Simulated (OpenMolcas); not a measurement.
# Te²⁺: effect of correlating more closed shells

```json
{
 "Program": "OpenMolcas 26.06",
 "Basis": "ANO-RCC-VTZP [7s6p4d2f1g]",
 "Scalar Hamiltonian": "DKH2, point nucleus",
 "Active space": "4 electrons in 4 orbitals (5s 5p)",
 "State averaging": "2S+1 = 3 even, 6 roots; 2S+1 = 1 even, 12 roots; 2S+1 = 5 odd, 1 root; 2S+1 = 3 odd, 9 roots; 2S+1 = 1 odd, 8 roots",
 "Spin-orbit coupling": "RASSI with atomic mean-field integrals over the reference wave functions, term energies averaged over their components"
}
```

Methods on the same reference wave functions:
A. CASSCF
B. MS-CASPT2, IPEA 0.25 Eh, imaginary shift 0.1 Eh (closed shells correlated: none)
C. MS-CASPT2, IPEA 0.25 Eh, imaginary shift 0.1 Eh (closed shells correlated: 4d)
D. MS-CASPT2, IPEA 0.25 Eh, imaginary shift 0.1 Eh (closed shells correlated: 4s 4p 4d)

Energies in cm-1 above 5s2 5p2 3P0, the measured ground level; measured values from the list in Zhang, Palmeri, Quinet and Biemont, Astron. Astrophys. 551, A136 (2013).

```csv
Level,A,B,C,D,Measured
5s2 5p2 3P0,0.0,0.0,0.0,0.0,0.0
5s2 5p2 3P1,4144,4190,4140,4160,4757
5s2 5p2 3P2,7757,7420,7340,7330,8167
5s2 5p2 1D2,18588,16280,16080,15990,17360
5s2 5p2 1S0,29362,28800,29830,29570,30398
5s 5p3 5S* 2,51427,56700,62250,62860,64586
5s 5p3 3D* 2,87018,79140,80780,81090,83203
5s 5p3 3D* 1,87208,79190,80740,81050,82889
5s 5p3 3D* 3,88427,80250,81890,82210,85206
5s 5p3 3P* 0,99263,94370,95880,96070,96062
5s 5p3 3P* 1,99861,94790,96170,96360,96582
5s 5p3 3P* 2,100786,95560,96770,96970,
5s 5p3 1D* 2,128101,114560,108740,108880,
5s 5p3 3S* 1 [59 %],130000,123110,114290,114460,114216
5s 5p3 1P* 1 [59 %],140453,131040,123660,123740,
5p4 3P2 [74 %],194301,184830,180720,181350,
5p4 3P1,199933,191630,187610,188270,
5p4 3P0,200740,191990,187780,188400,
5p4 1D2 [73 %],209192,192690,188580,189140,
```

Deviations, from unrounded energies. A percentage is the sum of absolute deviations over the sum of measured energies, with the sign that they share, or ± where signs differ.

```json
{"Against measurement": "mean absolute deviation (cm-1)", "Levels": "11", "A": "4600", "B": "3400", "C": "1300", "D": "1200"}
{"Against measurement": "fine structure of the ground term (%)", "Levels": "2", "A": "-7.9", "B": "-10.2", "C": "-11.1", "D": "-11.1"}
{"Against measurement": "other terms of the ground configuration (%)", "Levels": "2", "A": "±4.7", "B": "-5.6", "C": "-3.9", "D": "-4.6"}
{"Against measurement": "other configurations (%)", "Levels": "7", "A": "±7.5", "B": "±5.3", "C": "±1.7", "D": "±1.5"}
```

D lies closest to measurement on these levels and A furthest from it. The largest miss of D in the table is 5s 5p3 3D* 3, by -3000 cm-1. The ranking rests on the paired levels alone, and a cruder setting can come out closer through cancelling errors.

Among B to D the level of the table that moves most is 5s 5p3 3S* 1 [59 %], by 8800 cm-1 (lowest in C, highest in B). Moves below CASPT2's spread within the term are not significant.

The two smallest mean deviations differ by little beside CASPT2's spread within terms, so their order carries little weight.

From A to B the spin-free energies of the other terms of 5s2 5p2 shown, above 3P, scale by factors of 0.74 to 0.97.

The lowest spin-free term lies below A's lowest term by 0.042 hartree in B, 0.479 hartree in C, 0.640 hartree in D.

What an inner shell adds also hangs on whether the basis holds functions to correlate it.

Term energies are means over components that CASPT2 splits; among the terms shown or strongly mixed into the levels shown the widest spread is 1600 cm-1 (5s 5p3 1D*, B). Over all roots computed the reference weight is 0.87 to 0.99 in B, 0.82 to 0.94 in C, 0.82 to 0.93 in D; the roots of lowest weight are the least certain, and an intruder state may touch them. Terms of s pⁿ other than that of highest spin mix with s² pⁿ⁻² d, which this space lacks; all of them can be thousands of cm-1 off, and some have no real level of that name. Computed and measured levels are paired by configuration, term and J; levels that our copy of the source lacks, or whose pairing is in doubt (as where it misses far off the trend of its configuration), stay unpaired and out of the deviations. Only configurations of the active space appear. Levels that lie high or do not pair safely by name in every column are left out.

A share in square brackets marks a mixed level and gives the weight of the term that names it, the lowest over the columns. * marks odd parity.
